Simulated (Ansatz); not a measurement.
Relaxation of CH6GaO (9 atoms, charge 0, multiplicity 2), to a largest force component of 0.03 eV/Å in at most 50 steps.

All numbers below come from UKS PBE0-D4/def2-SVP in Ansatz.

```xyz
9
Properties=species:S:1:pos:R:3:forces:R:3
Ga -0.096 -0.900 -0.376 0.01 -0.02 -0.06
H 0.010 -0.074 2.268 0.00 -1.29 -1.08
O 1.393 -0.192 -1.108 0.00 -0.01 0.00
H 2.226 -0.569 -0.806 0.00 0.00 0.00
C -1.767 -0.047 -1.054 -0.02 0.01 0.01
H -2.566 -0.789 -1.194 0.01 0.02 0.00
H -2.103 0.708 -0.326 0.01 -0.02 -0.01
H -1.525 0.443 -2.010 0.00 0.00 0.02
H 0.007 0.468 2.744 -0.01 1.31 1.13
```

Problem. Where does it end, and by what steps?

Solution. The forces met the threshold. The force dipped under the threshold on the way, but the program's further checks kept it going. After 17 steps the energy has fallen by 0.054 eV; H9 moved furthest, 0.62 Å.

| step | energy less start (eV) | largest force component (eV/Å) | accepted |
| --- | --- | --- | --- |
| 0 | 0.0000 | 1.308 | yes |
| 1 | -0.0403 | 0.265 | yes |
| 2 | -0.0417 | 0.023 | yes |
| 3 | -0.0426 | 0.014 | yes |
| 4 | -0.0378 | 0.630 | no |
| 5 | -0.0436 | 0.165 | yes |
| 6 | -0.0446 | 0.139 | yes |
| 7 | -0.0466 | 0.072 | yes |
| 8 | -0.0474 | 0.159 | yes |
| 9 | -0.0481 | 0.177 | yes |
| 10 | -0.0489 | 0.139 | yes |
| 11 | -0.0499 | 0.115 | yes |
| 12 | -0.0504 | 0.191 | yes |
| 13 | -0.0512 | 0.136 | yes |
| 14 | -0.0523 | 0.023 | yes |
| 15 | -0.0529 | 0.049 | yes |
| 16 | -0.0391 | 0.784 | no |
| 17 | -0.0540 | 0.018 | yes |

```xyz
9
Properties=species:S:1:pos:R:3
Ga -0.057 -1.075 -0.539
H -0.241 -0.001 2.414
O 1.427 -0.192 -1.058
H 2.260 -0.643 -0.884
C -1.736 -0.070 -0.935
H -2.499 -0.726 -1.376
H -2.131 0.356 -0.001
H -1.479 0.741 -1.634
H 0.035 0.658 2.152
```

Whether the end is a true minimum wasn't checked by a vibrational analysis.

The run took 30 s on 4 threads of Arm Neoverse V1, on a shared host, peak memory 0.26 GiB.
